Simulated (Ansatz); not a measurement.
## Ligand exchange: Si(CH3)3Cl + BH(CH3)(NH2) → Si(CH3)3(NH2) + BH(CH3)Cl

Species: Si(CH3)3Cl (chlorotrimethylsilane), singlet; BH(CH3)(NH2), singlet; Si(CH3)3(NH2), singlet; BH(CH3)Cl, singlet. The partners trade Cl for NH2: Si–Cl and B–NH2 bonds give way to Si–NH2 and B–Cl.

Shapes, held fixed at every level: PBE0-D4/def2-TZVP. Flexible molecules stand in one conformer, not always the lowest. Programs: Ansatz 0.2.0. The zero-point and thermal change to 298 K, harmonic and unscaled (PBE0-D4/def2-TZVP), is -6.1 kJ/mol.

| level | kind | ΔH(298 K) (kJ/mol) | less CCSD(T)/CBS estimate | CPU time (sum over the molecules) |
| --- | --- | --- | --- | --- |
| HF/def2-SVP | Hartree–Fock | +101.3 | +6.3 | – |
| HF/def2-TZVPP | Hartree–Fock | +94.3 | -0.7 | – |
| r2SCAN-D4/def2-TZVPP | meta-GGA | +97.2 | +2.2 | 68 s |
| B2PLYP/def2-TZVPP | double hybrid | +96.6 | +1.6 | 77 s |
| CCSD(T)/def2-SVP | coupled cluster or CI | +101.9 | +6.9 | 91 s |
| CCSD(T)/def2-TZVPP | coupled cluster or CI | +93.4 | -1.6 | 1.6 h |
| CCSD(T)/CBS estimate | coupled cluster or CI | +95.0 | 0.0 | 1.7 h |

The highest level, CCSD(T)/CBS estimate, gives ΔH(298 K) = +95.0 kJ/mol; the levels span +93.4 to +101.9. The column of differences is taken from that level and isn't an error. No measured value is set beside it here. The CBS estimate extrapolates MP2 from def2-TZVPP and def2-QZVPP and adds CCSD(T) − MP2 in the triple-zeta set, cores frozen. Times are processor times on shared x86 and Arm servers, and rough.
